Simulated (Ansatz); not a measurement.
`[CH3][Hf]([OH])([OH])[F]`. Charge 0, multiplicity 1. Hf takes the def2 core potential.

Cartesian coordinates in Å:
```
C -0.6116 1.0861 -0.9686
Hf 0.1930 -0.1840 0.6690
O -0.9392 -1.7291 0.7289
O 2.0181 -0.5348 0.2014
F 0.0550 0.8635 2.2704
H -0.5812 0.5680 -1.9332
H -1.6541 1.3662 -0.7796
H -0.0343 2.0115 -1.0749
H -1.3458 -2.5840 0.8197
H 2.9002 -0.8635 0.0669
```

Question: List the harmonic frequencies (cm⁻¹, unscaled) at PBE0-D4/def2-TZVP in Ansatz. (Estimate.)

Answer: Computed: 94, 140, 143, 149, 150, 165, 170, 247, 264, 304, 499, 533, 549, 630, 693, 713, 1184, 1425, 1426, 3021, 3105, 3107, 4024, 4026.

Question: Is this a minimum?

Answer: Yes, all 24 modes are real.

Question: Give the ideal-gas thermochemistry at 298.15 K and 1 bar (rigid rotor, harmonic oscillator; point group Cs, symmetry number 1).

Answer: Zero-point energy 160.1 kJ/mol; H(298) − E = 188.3 kJ/mol; entropy 404.9 J/(mol·K), of which translation 177.5, rotation 114.0, vibration 113.3; G(298) − E = 67.5 kJ/mol. Modes under 100 cm⁻¹ are hindered rotations or soft bends, so the harmonic entropy is rough.

Question: And at 400, 500, 600, 800 and 1000 K?

Answer: 
```csv
T (K),H − E (kJ/mol),S (J/mol/K),G − E (kJ/mol)
400,203.1,447.6,24.1
500,218.8,482.7,-22.5
600,235.4,512.9,-72.3
800,270.4,563.1,-180.1
1000,307.3,604.3,-297.0
```

Question: Rotational constants (cm⁻¹)?

Answer: 0.08867, 0.08828, 0.08738.
